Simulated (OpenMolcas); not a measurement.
Fe4+ (d4) among equal point charges was computed by CASSCF with the d shell active (OpenMolcas, ANO-RCC-VDZP on the metal). Its lowest spin-free states, and all those of the highest spin:

```json
{"2S+1": "5", "Degeneracy": "1", "E (cm-1)": "0.0"}
{"2S+1": "5", "Degeneracy": "1", "E (cm-1)": "1330"}
{"2S+1": "5", "Degeneracy": "2", "E (cm-1)": "5651"}
{"2S+1": "5", "Degeneracy": "1", "E (cm-1)": "6772"}
{"2S+1": "3", "Degeneracy": "1", "E (cm-1)": "28046"}
{"2S+1": "3", "Degeneracy": "2", "E (cm-1)": "28182"}
{"2S+1": "3", "Degeneracy": "1", "E (cm-1)": "28442"}
{"2S+1": "3", "Degeneracy": "1", "E (cm-1)": "29305"}
{"2S+1": "3", "Degeneracy": "2", "E (cm-1)": "29308"}
{"2S+1": "3", "Degeneracy": "1", "E (cm-1)": "29583"}
{"2S+1": "3", "Degeneracy": "1", "E (cm-1)": "29881"}
{"2S+1": "3", "Degeneracy": "2", "E (cm-1)": "32236"}
```

Q: Is the site octahedral, tetrahedral or cube-like, axial, or of lower symmetry?

A: The states with 2S+1 = 5 have orbital degeneracies 1, 1, 2, 1. There are pairs but no triples, so the site is axial: not cubic, but with a proper or improper axis of order three or more. The run had Fe4+ among 4 point charges of -1.6 e arranged as a square (D4h), 2.09 Å from the ion.

Without dynamic correlation the repulsion within the d shell is too large (B by tens of per cent), so at a given field states of lower spin stand too high. Point charges give a weaker field than real ligands, and real ions of this kind are often low spin; the high spin found here belongs to the model. Point charges carry no covalency, so the field is a model and not that of real ligands. No measured value stands beside these numbers.
